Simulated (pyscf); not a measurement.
# `[O]=[SiH][F]`, singlet

Gas-phase minimum from PySCF at ωB97X-D3(BJ)/def2-SVP, one conformer. O=SiH–F lies 15.8 kcal/mol over its isomer HO–Si:–F [singlet], and others may lie lower still (electronic energy, ωB97M-D3(BJ)). 

SMILES: O=[SiH]F
```xyz
4

O      1.5842    -0.7330    -0.5929
Si     0.2188    -0.1141    -0.8260
F     -0.1303     1.4523    -0.7916
H     -1.0533    -0.7907    -1.1275
```

Bond lengths (Å): O1–Si2 1.517, Si2–F3 1.605, Si2–H4 1.472. Angles (°): O1–Si2–F3 126.2, O1–Si2–H4 128.4, F3–Si2–H4 105.4.

Properties at ωB97X-D3(BJ)/def2-SVP:

```yaml
harmonic_wavenumbers_unscaled: 354, 587, 876, 906, 1317, 2364 cm⁻¹
zero_point_energy: 9.2 kcal/mol
rotational_symmetry_number: 1
Entropy of this conformer at 298 K and 1 atm, rigid rotor and harmonic oscillator, modes under 100 cm⁻¹ raised to 100: 262.9 J/(mol K)
dipole_moment: 3.09 D
```

Single-point totals, which compare only within one level (frozen core for MP2 and CC):

```
level                   total energy (hartree)
----------------------  ----------------------
ωB97X-D3(BJ)/def2-TZVP              -465.34173
PBE/def2-TZVP                       -464.99414
r²SCAN/def2-TZVP                    -465.21018
B3LYP-D3(BJ)/def2-TZVP              -465.33796
PBE0-D3(BJ)/def2-TZVP               -465.01242
M06-2X/def2-TZVP                    -465.22896
ωB97M-D3(BJ)/def2-TZVP              -465.38814
HF/def2-TZVPP                       -463.96509
MP2/def2-TZVPP                      -464.56939
CCSD/def2-TZVPP                     -464.57123
CCSD(T)/def2-TZVPP                  -464.59405
```

The CCSD(T) − MP2 part came from Ansatz, without density fitting, on the same reference.
